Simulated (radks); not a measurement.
Numerical settings for the cerium ion Ce+, [Xe] 4f1 5d2. All-electron calculation, scalar-relativistic Kohn-Sham, PBEsol, spin-unpolarised, spherical densities, point nucleus. Program: a radial shooting solver on a logarithmic mesh with Libxc functionals. The defaults (mesh step 0.008 in ln r, mesh end at 40 bohr or more with all orbitals vanishing there, Anderson mixing 0.5 over 9 steps, residual threshold near 1e-9 with the energy settled to 1e-9 hartree or 1e-11 of itself, here a cap of 65 iterations) give E = -8856.8680 hartree and 5d at -7.191 eV in 14 iterations. Times are rough (one thread of a shared host). Changes against that run (0 stands for a change within the tolerance of the run):

setting                    iterations  converged  E (mhartree)  e(5d) (meV)  CPU (s)
mesh step in ln r 0.02             14        yes     +0.000269            0     0.09
mesh step in ln r 0.003            14        yes             0            0     0.49
mesh step in ln r 0.2               4         no      diverged            -     0.01
mesh end (bohr) 5                  13        yes         +84.6    +2.34e+03     0.17
mesh end (bohr) 12                 14        yes       +0.0218        +2.54     0.18
residual threshold 0.1              9        yes             0        +1.01     0.14
residual threshold 1e-05           10        yes             0       +0.153     0.16
mixing 1.5                         15        yes             0            0      0.2
linear mixing, mixing 0.5          30        yes             0            0     0.32
linear mixing, mixing 0.2          65         no             0            0     0.66
mixing history 3                   16        yes             0            0      0.2
iteration cap 8                     8         no             0        +1.01     0.11

Settings that end as converged yet miss the energy by more than 1 mhartree: mesh end (bohr) 5 (+0.0846 hartree). A mesh that ends early acts as a hard wall.
